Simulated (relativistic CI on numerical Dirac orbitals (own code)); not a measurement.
Computed by Dirac-Coulomb-Breit CI, separate exchange-only KLI orbitals for each configuration, a model potential for QED, unscaled Slater integrals (own radial code, finite nucleus).

The strongest absorption lines from the ground level of an ion, among the configurations computed and to levels below about 2890 eV (vacuum wavelength in Å, gf): 4.3062 (0.25), 5.5597 (0.48), 5.5732 (0.27), 5.5923 (0.2), 5.6287 (0.12), 5.6895 (1.4), 66.174 (0.13), 69.700 (0.14).

(1) Which ion is it?
A. Kr³³⁺
B. Kr²⁹⁺
C. Kr³¹⁺
D. As²⁸⁺

## Answers

(1) C. Kr³¹⁺ has 5 electrons and the ground level 2s2.2p 2P°_1/2; the strongest line goes to 2s2.3d 2D_3/2. The pattern of lines fixes the number of electrons, and along that sequence the line energies rise steadily with the charge (about as its square where n changes within one kind of shell, about linearly where n is kept but much faster in heavy ions where fine structure, which grows about as Z⁴, sets the gap, and irregularly where shells cross), which fixes Z. Configurations outside the model, such as inner-shell arrays, can give stronger lines. At this charge energies of transitions that change n are usually good to better than 1 %, and those within a shell (Δn = 0) to a few per cent.

LS names give the leading component of a level, which can be under half, so a name can repeat, a term be missing and a line seem to break the LS rules.
